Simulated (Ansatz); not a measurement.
Geometry optimisation, Ansatz 0.2.0, RKS r2SCANh-D4/def2-SVP.

Input file:

```yaml
crystal:
  periodic: [false, false, false]
  atoms:
    - { symbol: C, position_ang: [-0.7129, 1.5161, 0.037] }
    - { symbol: C, position_ang: [-0.1632, 0.3694, 0.0108] }
    - { symbol: Si, position_ang: [-0.17, -0.9826, 1.0384] }
    - { symbol: C, position_ang: [0.7869, -0.1644, -0.9505] }
    - { symbol: F, position_ang: [2.13783, 0.32274, -0.75509] }
    - { symbol: H, position_ang: [-1.4237, 1.8874, 0.8265] }
    - { symbol: H, position_ang: [-0.5831, 2.2672, -0.7853] }
    - { symbol: H, position_ang: [-0.7043, -2.2383, 0.5739] }
    - { symbol: H, position_ang: [1.1274, -1.1906, 1.8491] }
    - { symbol: H, position_ang: [0.55702, -0.29256, -1.94042] }
basis:
  gaussian: { orbitals: def2-SVP }
hamiltonian:
  xc: r2scanh
  dispersion: d4
relax:
  f_tol: 0.015
  max_steps: 40
```

Launched with:

```bash
$ ansatz run input.yaml --threads 2 --pin off --max-ram 3072MiB --backend cpu --events-out ev --progress --plain --runs-dir out
```

Q: Where does it end, and by what steps?

A: It converged. After 19 steps the energy has fallen by 2.030 eV; Si3 moved furthest, 0.49 Å. Joined: Si3–C4.

| step | energy less start (eV) | largest force component (eV/Å) | accepted |
| --- | --- | --- | --- |
| 0 | 0.0000 | 5.510 | yes |
| 1 | -1.0419 | 1.851 | yes |
| 2 | -1.5504 | 2.068 | yes |
| 3 | -1.8344 | 1.516 | yes |
| 4 | -1.7787 | 1.991 | no |
| 5 | -1.9552 | 0.450 | yes |
| 6 | -1.9625 | 0.580 | yes |
| 7 | -1.9919 | 0.249 | yes |
| 8 | -1.9990 | 0.226 | yes |
| 9 | -2.0065 | 0.139 | yes |
| 10 | -1.9790 | 1.270 | no |
| 11 | -2.0194 | 0.124 | yes |
| 12 | -2.0174 | 0.470 | no |
| 13 | -2.0263 | 0.081 | yes |
| 14 | -2.0287 | 0.073 | yes |
| 15 | -2.0289 | 0.081 | yes |
| 16 | -2.0295 | 0.033 | yes |
| 17 | -2.0295 | 0.034 | yes |
| 18 | -2.0292 | 0.075 | no |
| 19 | -2.0296 | 0.007 | yes |

```xyz
10
Properties=species:S:1:pos:R:3
C -0.738 1.689 0.062
C -0.325 0.430 -0.096
Si 0.165 -1.148 0.715
C 0.793 -0.217 -0.822
F 1.970 0.460 -0.970
H -1.473 1.960 0.824
H -0.349 2.497 -0.568
H -0.550 -2.431 0.499
H 0.852 -1.029 2.023
H 0.507 -0.717 -1.762
```

The run took 70 s on 2 threads of Arm Neoverse V2, with other jobs on the host, peak memory 0.23 GiB.
